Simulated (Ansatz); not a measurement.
`[OH][GeH2][C]#C[SiH](O)F` and `C#[C][GeH2][OH]` differ in one atom or group.

Ansatz, PBE0-D4/def2-TZVP geometries, multiplicity 1. Each molecule was computed in one conformer, which needn't be the lowest.

Scalar relativity is left out up to krypton.

```csv
property,`[OH][GeH2][C]#C[SiH](O)F`
LUMO energy (B3LYP/def2-TZVPP) / eV,-1.43
size of the dipole moment (ωB97M-V/def2-TZVPP) / D,1.54
HOMO–LUMO gap (PBE0/def2-TZVPP) / eV,7.30
size of the dipole moment (B3LYP/def2-TZVPP) / D,1.51
HOMO energy (PBE0/def2-TZVPP) / eV,-8.53
LUMO energy (ωB97M-V/def2-TZVPP) / eV,0.72
```

Give the same properties after the change, and the shifts. (Estimate.)

Ansatz gave: 
| property | `C#[C][GeH2][OH]` | shift |
| --- | --- | --- |
| LUMO energy (B3LYP/def2-TZVPP) / eV | -0.71 | 0.72 |
| size of the dipole moment (ωB97M-V/def2-TZVPP) / D | 1.33 | -0.21 |
| HOMO–LUMO gap (PBE0/def2-TZVPP) / eV | 7.74 | 0.44 |
| size of the dipole moment (B3LYP/def2-TZVPP) / D | 1.31 | -0.20 |
| HOMO energy (PBE0/def2-TZVPP) / eV | -8.20 | 0.33 |
| LUMO energy (ωB97M-V/def2-TZVPP) / eV | 1.40 | 0.68 |

With PBE0 the HOMO rises by 0.33 eV and the LUMO rises by 0.77 eV, so the gap widens by about 0.44 eV. PBE moves the HOMO by 0.33 eV and ωB97M-V by 0.31 eV. Dipoles are sizes alone; their direction can turn.

B3LYP here is the variant with VWN-RPA as its local correlation; programs differ in this.
